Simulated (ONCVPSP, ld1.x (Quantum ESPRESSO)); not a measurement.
# Potentials for P (Z = 15) compared

Generated with ld1.x 7.5 (TM, RRKJ, ultrasoft, PAW), atompaw 4.2 or ONCVPSP 4.0.1. The cutoff is in Ry: for ld1.x and atompaw files where the sum of valence levels is converged to 10 mRy in a Bessel basis, for ONCV files where the hardest occupied wave has 1 mHa per electron of residual kinetic energy. The error is the largest all-electron minus pseudo excitation energy over each file’s own four to seven test configurations (ionisations up to +4, promotions, holes and added fractions of an electron), all of which were solved. The labels leave out finer settings (local radius, basis sizes, second energies), which also bear on the numbers. Spin-polarised tests are not counted. The rows are a selection from randomly drawn settings: files with unsolved tests, undetermined cutoffs or missed reference levels are left out.

A true bound ghost makes a file unfit for plane-wave use even where its test errors are small: the radial tests pick states by their node count and pass the ghost by.

| potential | cutoff (Ry) | largest error (meV) | bound ghosts |
| --- | --- | --- | --- |
| PAW, PW91, non-relativistic, rc 1.30/1.70 (sp), local smoothed, core correction yes, reference 3s2 3p3 | 21 | -28 | none |
| PAW, LDA (PZ), scalar-relativistic, rc 1.65/2.05 (sp), local smoothed, core correction yes, reference 3s2 3p2.5 | 15 | -153 | none |
| ultrasoft, PBE, scalar-relativistic, rc 1.70/1.60/1.55 (spd), local smoothed, core correction yes, reference 3s2 3p3 | 10 | +3.0 | none |
| ONCV, LDA (Perdew-Wang 92), scalar-relativistic, rc 1.60/1.80/1.75 (spd), local s, core correction yes, reference 3s2 3p3, qcut 4.1/4.3/5.1, projectors 0/2/2 | 19 | +82 | none |

**Question.** Fill in the row for P: TM, PW91, scalar-relativistic, rc 1.50/2.00 (sp), local smoothed, core correction yes, reference 3s2 3p3.

**Answer.** cutoff 21 Ry, largest error +235 meV, bound ghosts: none.

**Question.** Fill in the row for P: ONCV, Wu-Cohen, fully relativistic, rc 0.95/0.80/0.70 (spd), local smoothed, core correction yes, reference 2s2 2p6 3s2 3p3, qcut 14/16.7/14.9, projectors 3/2/1.

**Answer.** cutoff 250 Ry, largest error +12 meV, bound ghosts: none.

**Question.** Fill in the row for P: ONCV, PBE, scalar-relativistic, rc 1.15/1.30/1.00 (spd), local smoothed, core correction yes, reference 3s2 3p1, qcut 6.8/6.1/11, projectors 2/1/1.

**Answer.** cutoff 46 Ry, largest error -22 meV, bound ghosts: s.
